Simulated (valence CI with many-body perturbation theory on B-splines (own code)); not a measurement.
E1 transitions of Ar V

Method: relativistic CI+MBPT: four valence electrons over a frozen Dirac-Fock core [Ne], radial functions for each j: 11 s, 11 p, 10 d, 8 f, 5 g, 2 h, with the one-electron correlation potential Σ1 (screened to all orders), the two-electron term Σ2, the three-electron term Σ3, Breit, model QED; selected single and double excitations, second order for the rest, scaled by the run's own slope (own B-spline code, finite nucleus).

Against 36 measured levels this calculation errs by 108 cm⁻¹ on average and by 350 at most. These come from a selection out of Saloman, J. Phys. Chem. Ref. Data 39, 033101 (2010). Levels without a partner in it may be off by more. Among the levels kept, up to 930 cm⁻¹ of a level comes from second order outside the variational space, and about a tenth of that is noise between levels of different J, which matters for small intervals. 7 measured levels below the end of the list, from 252141 cm⁻¹ on, found no clear computed partner, and computed levels of the same name lie up to 12927 cm⁻¹ from them.

Lines 201 to 250 of 586 in falling wavelength, among levels below 56.377 eV, chosen from the strongest by gf and those to the six lowest levels. Wavelengths and rates use the calculated energies, so an error of 100 cm⁻¹ moves a line at 72.61 nm by 0.073 % and its rate by three times that or more. Electric multipoles are in the length gauge, E1 and E2 with the static RPA response of the core. Weak lines are less certain than strong ones. Lines between different terms over intervals too small for the method are left out, as are lines whose strength nearly cancels. Where a level lies close to another of its J and parity, the split of strength between their lines is uncertain. The highest levels of a list are the least certain.

Names give the largest LS component (configuration and term), which can be under half, so a name can repeat, a term be missing and a line seem to break the LS rules; names also repeat where a configuration has a term twice. Letters in brackets count levels of one name in rising energy.

| λ vac (nm) | λ from measured levels | Upper | Lower | A (s⁻¹) | log gf | Branch % |
| --- | --- | --- | --- | --- | --- | --- |
| 74.07 |  | 3s 3p2 4p 5S°_2 | 3s 3p2 3d 5P_2 | 8.45e+08 | -0.46 | 28.6 |
| 73.80 |  | 3s 3p2 4p 5S°_2 | 3s 3p2 3d 5P_3 | 9.15e+08 | -0.43 | 31.0 |
| 72.82 |  | 3p3 3d 5D°_1 | 3s 3p2 3d 5P_1 | 7.02e+08 | -0.78 | 7.3 |
| 72.64 |  | 3p3 3d 5D°_2 | 3s 3p2 3d 5P_2 | 5.64e+08 | -0.65 | 5.9 |
| 72.62 |  | 3p3 3d 5D°_3 | 3s 3p2 3d 5P_2 | 5.95e+08 | -0.48 | 6.3 |
| 72.61 | 72.51 | 3s 3p3 1D°_2 | 3s2 3p2 1D_2 | 8.56e+08 | -0.47 | 99.8 |
| 72.35 |  | 3p3 3d 5D°_3 | 3s 3p2 3d 5P_3 | 3.31e+08 | -0.74 | 3.5 |
| 72.34 |  | 3p3 3d 5D°_4 | 3s 3p2 3d 5P_3 | 9.09e+08 | -0.19 | 9.6 |
| 72.03 |  | 3s 3p2 3d 3G_5 | 3s2 3p 3d 3F°_4 | 1.36e+09 | 0.07 | 100.0 |
| 71.59 |  | 3s 3p2 3d 3G_4 | 3s2 3p 3d 3F°_3 | 1.31e+09 | -0.04 | 94.5 |
| 71.55 | 71.56 | 3s 3p3 3P°_2 | 3s2 3p2 3P_2 | 6.24e+08 | -0.62 | 77.7 |
| 71.54 | 71.56 | 3s 3p3 3P°_1 | 3s2 3p2 3P_2 | 3.06e+08 | -1.15 | 36.8 |
| 71.28 |  | 3s 3p2 3d 3G_3 | 3s2 3p 3d 3F°_2 | 1.30e+09 | -0.16 | 92.4 |
| 70.90 | 70.92 | 3s 3p3 3P°_2 | 3s2 3p2 3P_1 | 1.79e+08 | -1.17 | 22.2 |
| 70.90 | 70.86 | 3s 3p3 3P°_0 | 3s2 3p2 3P_1 | 8.41e+08 | -1.20 | 100.0 |
| 70.90 | 70.92 | 3s 3p3 3P°_1 | 3s2 3p2 3P_1 | 2.46e+08 | -1.25 | 29.6 |
| 70.51 | 70.54 | 3s 3p3 3P°_1 | 3s2 3p2 3P_0 | 2.77e+08 | -1.21 | 33.4 |
| 70.14 | 70.11 | 3p4 3P_2 | 3s 3p3 3D°_3 | 1.17e+09 | -0.37 | 73.5 |
| 69.93 |  | 3p3 3d 3F°_4 | 3s 3p2 3d 3F_4 [a] | 8.43e+08 | -0.25 | 73.3 |
| 69.83 |  | 3p3 3d 3F°_3 | 3s 3p2 3d 3F_3 [a] | 6.98e+08 | -0.45 | 59.9 |
| 69.77 |  | 3p3 3d 3F°_2 | 3s 3p2 3d 3F_2 [a] | 7.37e+08 | -0.57 | 63.9 |
| 69.51 | 69.49 | 3p4 3P_1 | 3s 3p3 3D°_2 | 1.03e+09 | -0.65 | 64.8 |
| 69.50 |  | 3s 3p2 3d 3F_3 [c] | 3s2 3p 3d 3D°_2 | 1.41e+09 | -0.15 | 8.1 |
| 69.49 |  | 3s 3p2 3d 3F_2 [c] | 3s2 3p 3d 3D°_1 | 1.42e+09 | -0.29 | 7.9 |
| 69.47 |  | 3s 3p2 3d 3F_4 [c] | 3s2 3p 3d 3D°_3 | 1.71e+09 | 0.05 | 10.0 |
| 69.12 |  | 3p3 3d 3D°_3 | 3s 3p2 3d 3F_4 [a] | 6.59e+08 | -0.48 | 26.0 |
| 68.82 |  | 3p3 3d 3D°_2 | 3s 3p2 3d 3F_3 [a] | 5.86e+08 | -0.68 | 24.1 |
| 68.25 |  | 3s 3p2 3d 3D_3 [a] | 3s2 3p 3d 3F°_4 | 6.64e+08 | -0.49 | 6.1 |
| 68.24 |  | 3s2 3p 5p 1P_1 | 3s2 3p 4s 1P°_1 | 1.29e+09 | -0.57 | 31.2 |
| 68.01 |  | 3s 3p2 3d 3D_2 [a] | 3s2 3p 3d 3F°_3 | 1.03e+09 | -0.45 | 11.7 |
| 67.73 |  | 3s 3p2 3d 3D_1 [a] | 3s2 3p 3d 3F°_2 | 9.05e+08 | -0.73 | 12.4 |
| 67.26 |  | 3s 3p2 3d 1P_1 [b] | 3s2 3p 3d 1P°_1 | 8.11e+08 | -0.78 | 2.8 |
| 66.95 |  | 3s 3p2 4p 3D°_1 | 3s 3p2 3d 3F_2 [a] | 2.18e+09 | -0.36 | 40.2 |
| 66.90 |  | 3s 3p2 4p 3D°_2 | 3s 3p2 3d 3F_3 [a] | 1.82e+09 | -0.21 | 33.9 |
| 66.77 |  | 3s 3p2 4p 3D°_3 | 3s 3p2 3d 3F_4 [a] | 1.79e+09 | -0.08 | 33.6 |
| 66.51 |  | 3s2 3p 4p 3D_2 | 3s2 3p 3d 3F°_3 | 1.52e+09 | -0.30 | 13.7 |
| 66.50 |  | 3s2 3p 4p 3D_3 | 3s2 3p 3d 3F°_4 | 1.96e+09 | -0.04 | 21.2 |
| 66.39 |  | 3s2 3p 4p 3D_1 | 3s2 3p 3d 3F°_2 | 1.43e+09 | -0.55 | 12.2 |
| 65.21 |  | 3p3 3d 3G°_5 | 3s 3p2 3d 3F_4 [a] | 5.88e+08 | -0.38 | 45.7 |
| 65.14 |  | 3s 3p2 4p 5D°_4 | 3s 3p2 3d 5D_4 | 3.60e+08 | -0.69 | 9.2 |
| 65.07 | 65.09 | 3s 3p3 3S°_1 | 3s2 3p2 1S_0 | 3.50e+07 | -2.18 | 0.2 |
| 65.02 |  | 3p3 3d 3G°_4 | 3s 3p2 3d 3F_3 [a] | 5.53e+08 | -0.50 | 43.0 |
| 64.89 |  | 3p3 3d 3G°_3 | 3s 3p2 3d 3F_2 [a] | 5.47e+08 | -0.62 | 42.6 |
| 64.84 |  | 3s2 3p 5p 3D_3 | 3s2 3p 4s 3P°_2 | 3.64e+08 | -0.79 | 14.2 |
| 64.47 |  | 3s2 3p 5p 3P_1 | 3s2 3p 4s 3P°_2 | 8.84e+08 | -0.78 | 30.1 |
| 64.42 |  | 3s2 3p 5p 3P_2 | 3s2 3p 4s 3P°_2 | 6.11e+08 | -0.72 | 31.2 |
| 63.71 |  | 3s 3p2 3d 3D_3 [d] | 3s2 3p 3d 3D°_3 | 1.36e+09 | -0.24 | 6.3 |
| 63.69 |  | 3s 3p2 4p 5P°_1 | 3s 3p2 3d 5D_2 | 8.88e+08 | -0.79 | 25.8 |
| 63.66 |  | 3s 3p2 4p 5P°_2 | 3s 3p2 3d 5D_3 | 1.36e+09 | -0.38 | 39.7 |
| 63.64 |  | 3s 3p2 4p 5P°_1 | 3s 3p2 3d 5D_1 | 1.19e+09 | -0.66 | 34.5 |
